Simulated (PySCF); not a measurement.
C₅H₆NO₂ (doublet state).
Geometry (GFN2-xTB, Å), atoms numbered from 1 in this order:
```xyz
14
C5H6NO2 angstrom
O      2.0257   -0.5685   -1.7472
C      2.3379   -0.7443   -0.5898
N      1.5210   -0.5360    0.4854
C      0.2357   -0.0989    0.4147
C     -0.7826    0.1827    1.3383
C     -1.6684    0.5362    0.3408
O     -2.9458    0.9527    0.3142
C     -0.6553    0.2691   -0.7562
H      3.3344   -1.0970   -0.2749
H      1.8828   -0.7161    1.4128
H     -0.8476    0.1414    2.4079
H     -3.2248    1.0919   -0.5987
H     -0.3287    1.1342   -1.3312
H     -0.8849   -0.5479   -1.4383
```

The hyperfine couplings belong to this conformer and change with its torsions.

The species is `O=CNC1=C[C](O)C1` [radical].

Theory: UKS B3LYP, pcH-1 on C H N O, non-relativistic, mean-field spin-orbit, GIAO (PySCF 2.14.0). The structure is a single GFN2-xTB conformer in the gas phase; no vibrational or solvent corrections. A GFN2-xTB geometry isn't a minimum of the functional, and hyperfine couplings can be far from their values at a DFT geometry. Stability of the SCF solution: not tested.

**Question.** Break the g tensor into its mass correction, gauge correction and orbital-Zeeman/spin–orbit terms.

**Answer.** 
| Δg (ppm) | 1 | 2 | 3 |
| --- | --- | --- | --- |
| relativistic mass correction | -204 | -204 | -204 |
| gauge correction | -9 | 47 | 26 |
| orbital Zeeman/spin–orbit | -29 | 1191 | 1852 |
| total | -242 | 1034 | 1673 |

So g = 2.00208, 2.00335, 2.00399 and g_iso = 2.00314; the tensor is rhombic: the two nearest values differ by 33 % of g3 − g1. Axes: g2 points within 9° of the C6–O7 bond and g3 points within 11° of the C5–H11 bond.

**Question.** How much does each term add to the isotropic shift?

**Answer.** The orbital-Zeeman/spin–orbit term 1005, the mass correction -204 and the gauge correction 21 ppm, for a total of 822 ppm. The orbital-Zeeman/spin–orbit term is the largest in size. The mass correction is the same along every axis, so the anisotropy comes from the other two: their spans along these axes are 56 (gauge) and 1881 ppm (orbital Zeeman/spin–orbit).

**Question.** What effective moment and Curie constant follow for a powder?

**Answer.** With the mean of g² = 4.0126 and S(S+1) = 0.75: μ_eff = √(⟨g²⟩S(S+1)) = 1.735 μB and χT = 0.12505·⟨g²⟩·S(S+1) = 0.376 cm³ K/mol (cgs; spin-Hamiltonian part alone).

**Question.** In a frozen sample, at which fields do the three g values resonate at 9.5, 34, 94 and 263 GHz (hyperfine left aside), and which band first spreads them over more than twice a line width of 0.3 mT?

**Answer.** 
```json
{"band": "X", "GHz": "9.5", "B(g3) mT": "338.70", "B(g2) mT": "338.81", "B(g1) mT": "339.02", "spread mT": "0.32"}
{"band": "Q", "GHz": "34.0", "B(g3) mT": "1212.19", "B(g2) mT": "1212.58", "B(g1) mT": "1213.35", "spread mT": "1.16"}
{"band": "W", "GHz": "94.0", "B(g3) mT": "3351.35", "B(g2) mT": "3352.42", "B(g1) mT": "3354.56", "spread mT": "3.21"}
{"band": "J", "GHz": "263.0", "B(g3) mT": "9376.66", "B(g2) mT": "9379.65", "B(g1) mT": "9385.63", "spread mT": "8.97"}
```

The spread grows in proportion to the frequency. Q band is the first where it exceeds 0.6 mT.

Largest spin populations (Mulliken): C4 (+0.57), C6 (+0.47), C5 (-0.21) and O1 (+0.10). The positive populations add up to 1.31 and the negative ones to -0.31, together 2S = 1. The angles at C4 add up to 360.0°, so it is planar.

The HOMO–LUMO gaps are 3.93 eV among the α and 5.73 eV among the β orbitals.

On Arm Neoverse V2, one thread, shared host with 96 logical CPUs at a one-minute load of 54, this took 66 s wall (grids of density and orbitals included) and 0.97 GiB of memory at its peak.

The SMILES draws the unpaired electron on C6; the largest computed Mulliken spin population is on C4 (0.57 against 0.47).
